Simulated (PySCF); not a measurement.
# Adding and removing an electron: NaI

B3LYP; PySCF, scalar-relativistic core potentials, basis sets Na def2-SVPD, I def2-SVPD with ECP28. Neutral (UKS): singlet (closed shell), Re = 2.741 Å, ωe = 247 cm⁻¹, De = 3.20 eV, HOMO -5.68 eV, LUMO -2.13 eV.

NaI⁻ (UKS): doublet (σ ↑), Re = 2.988 Å, ωe = 158 cm⁻¹, De = 0.79 eV to Na + I⁻. The energies at the minima are -460.11919 hartree for NaI and -460.15403 for NaI⁻.

Task: Work out the adiabatic electron affinity, without and with harmonic zero-point energies (1 hartree = 27.2114 eV, 1 eV = 8065.5 cm⁻¹), and the change of the bond length.

Result: At B3LYP: 0.03484 hartree = 0.948 eV between the minima; the zero-point term (247.0 − 158.0)/2 cm⁻¹ = +0.006 eV makes it 0.954 eV. Re changes by +24.7 pm against the neutral. The electron enters a σ orbital; in so polar a molecule the change of length follows mostly from the change of the ionic charges.

These are scalar-relativistic numbers at best; spin–orbit coupling would shift them, the dissociation energy most. For an ion De counts to the pair picked by the measured ionisation energies or electron affinities, which need not be the lowest pair at this level. The highest Kohn–Sham level is positive in this anion. Much of that is self-interaction error, but it also means that the finite basis helps to hold the extra electron. States were picked by a PBE0 search and need not be the measured ground states.
